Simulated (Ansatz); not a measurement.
`[SiH3]SC1=CN1` at its PBE0-D4/def2-TZVP geometry, where that method's forces vanish. Total charge 0; spin multiplicity 1.

```xyz
10

Si   -0.4523   -1.2446   -1.3296
S    -0.2044   -1.4127    0.8105
C     0.0849    0.2390    1.0975
C     0.1273    1.3392    1.7413
N     0.4802    1.4254    0.2751
H    -1.6371   -0.4262   -1.6712
H     0.7755   -0.6952   -1.9464
H    -0.6603   -2.6547   -1.7409
H    -0.0164    2.0064    2.5687
H     1.5027    1.4234    0.1949
```

**Question.** What forces (eV/Å) does r2SCAN-D4/def2-TZVPP give on these atoms in the Gaussian-basis code of Ansatz? (Best estimate.)

**Answer.** The calculation gave: 
```
Si1 -0.009 -0.019 -0.072
S2   0.010 -0.011  0.047
C3  -0.081 -0.414  0.058
C4  -0.063  0.184  0.456
N5   0.036  0.256 -0.473
H6   0.024 -0.013 -0.004
H7  -0.027 -0.005  0.006
H8   0.003  0.035  0.002
H9   0.007  0.000 -0.025
H10  0.099 -0.011  0.005
```
